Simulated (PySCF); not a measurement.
# Structure from 2D NMR

Compound of formula C₅H₄F₄O₂. Correlations simulated from computed shifts and couplings:

HSQC (one-bond C–H):
```
  δH     δC  1J(C,H) (Hz)
7.27  149.3           208
6.75  142.9           186
6.11  118.1           227
5.77  124.1           196
```

COSY cross peaks (|J| ≥ 2 Hz):
```
  δH    δH  abs. J (Hz)  bonds
7.27  6.75         10.5      3
```

HMBC (two and three bonds, |J| ≥ 2.5 Hz):
```
  δH          δC [abs. J in Hz]
7.27                142.9 [8.9]
6.75                124.1 [7.7]
5.77  151.8 [11.9], 142.9 [7.5]
```

Carbons without hydrogens: δ 151.8.

PySCF 2.14 calculation with PBE0-D3(BJ)/def2-SVP geometry, PBE0/pcSseg-1 with gauge-including orbitals and spin–spin couplings from B3LYP/pcJ-1 (spin–dipole term only in couplings to heteroatoms); equivalent nuclei averaged, a single conformation, in vacuum, non-relativistic Hamiltonian.

δ = σ(ref) − σ, references computed at the same level: 1H (σ = 31.27 ppm), 13C (σ = 184.41 ppm) against TMS.

Exchangeable hydrogens are left out of these lists, and C,H couplings along chains are those of one rotamer, so weak HMBC peaks may be missing or extra.

Q: Work out the connectivity.

A: SMILES F/C=C/O/C=C(\F)OC(F)F.

Structure with atom numbers: `[F:1]/[CH:2]=[CH:3]/[O:4]/[CH:5]=[C:6](\[F:7])[O:8][CH:9]([F:10])[F:11]` (H(Xn): hydrogen on atom n).

δC 151.8 is C6, an alkene carbon bearing oxygen. δC 149.3 is C2, a β carbon of an enol-ether or enamine type C=C (δH 7.27). δC 142.9 is C3, an alkene carbon bearing oxygen (δH 6.75). δC 124.1 is C5, an alkene carbon bearing oxygen (δH 5.77). δC 118.1 is C9, an sp3 CH bonded to 2 F and O (δH 6.11). HMBC from δH 5.77 reaches the proton-free carbon C6. COSY links 7.27–6.75.

The shifts were computed for this structure.

Common functionals overestimate the size of one-bond C–F couplings by tens of Hz; these are unscaled. Unscaled 3J(H,H) at this level run about 10 % above measured values. Shifts are as computed. Against solution values, carbons near 30 ppm lie about +2 ppm off and those near 130 ppm about +5 ppm. Of 1313 compounds with measured shifts, 239 miss one by over three times the rms of a fit or turn the order of signals round; such compounds aren't used in these exercises.
